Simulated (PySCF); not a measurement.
HO₃S, charge -1. Atoms are numbered in the order given.

```xyz
5

O     -0.2799     1.3841     0.1904
S     -0.2254    -0.0245    -0.3669
O     -0.9489    -1.0020     0.5148
O      1.4693    -0.3744    -0.0445
H      1.6814     0.3300     0.5844
```
Charge -1, spin multiplicity 1.

Geometry: PBE0-D3(BJ)/def2-SVPD. The values are those of a single conformer.

Method: PySCF with PBE0/pcSseg-2.

GIAO shieldings, no solvent; atoms listed in one row are averaged. δ = σ(ref) − σ: ¹⁷O against H2O (σ = 327.8 ppm); ³³S against H2S (σ = 711.3 ppm); ¹H against TMS (σ = 31.54 ppm), references at their B3LYP-D3(BJ)/def2-TZVP geometries, non-relativistic.

Computed chemical shifts:
```tsv
nucleus	atoms	count	δ (ppm)
¹⁷O	O3	1	312.2
¹⁷O	O1	1	302.8
¹⁷O	O4	1	270.7
³³S	S2	1	770.9
¹H	H5	1	1.76
```
